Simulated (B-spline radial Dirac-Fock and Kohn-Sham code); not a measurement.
# Electron momentum distribution of Cl¹⁶⁺: Compton profiles

System: Cl¹⁶⁺, 1s1.

Model: the impulse approximation on Dirac-Fock orbitals of the configuration average with a finite nucleus. Program: an atomic code on a B-spline grid. pz is in atomic units of momentum; subshell profiles are per electron, for a selection of subshells; open shells are spread over both j values by their weights.

```
  pz    J total   J 1s1/2
   0    0.04961    0.0496
0.46    0.04951    0.0495
0.67    0.04939    0.0494
0.98    0.04913    0.0491
 1.4    0.04863    0.0486
 2.1    0.04743    0.0474
 3.1    0.04501    0.0450
 4.5    0.04056    0.0406
 6.5    0.03306    0.0331
 9.5    0.02211    0.0221
  14    0.01065    0.0106
  20   0.003756   0.00376
  30  0.0007475  0.000747
  44  0.0001183  0.000118
  64  1.643e-05  1.64e-05
```

J(0) = 0.04961. The 1s1/2 subshell gives the largest part, 100 %.

Mean momentum ⟨p⟩ by subshell (a.u.): 1s1/2 14.6.

Values without a named source are computed, but for edge energies of neutral atoms, which are taken from tables.
